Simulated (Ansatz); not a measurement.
Species: CH2NO (charge 0, doublet). It need not be the lowest isomer of its formula. SMILES: O=C[NH]
Geometry from a B3LYP-D3(BJ)/def2-TZVP (Ansatz, a quantum-chemistry and plane-wave program) optimisation:
```
C
O 1 1.2022
N 1 1.3856 2 125.91
H 3 1.0255 1 111.59 2 -114.89
H 1 1.1150 2 122.69 3 174.84
```
Charge 0, spin multiplicity 2.

Property: vertical electron affinity (to the singlet state of charge -1; a negative value means that the extra electron is unbound and the number depends on the basis; each state is the SCF solution reached for its spin), in eV. Cores are frozen in the correlated levels unless marked. Open shells are spin-unrestricted. No spin-orbit coupling. Non-relativistic. Anions need diffuse functions: aug- sets have them; def2-D sets add few. CBS marks a two-point X^-3 extrapolation of the correlation energy; Hartree-Fock from the larger set. The bracket is a focal-point correction in the basis named.

RI-MP2/CBS(aug-cc-pVTZ,aug-cc-pVQZ)+[CCSD(T)-MP2]/aug-cc-pVTZ (Ansatz) gives 1.94 eV.

Another calculation gave 1.87 eV. Which level was it?
A. SVWN5/def2-TZVPD (Ansatz)
B. BHLYP/def2-TZVPD (Ansatz)
C. wB97X-V/def2-TZVPD (Ansatz)
D. PBE/def2-TZVPD (Ansatz)

D, PBE/def2-TZVPD (Ansatz). The others give 2.24 (SVWN5), 1.75 (wB97X-V), 1.49 (BHLYP) eV.
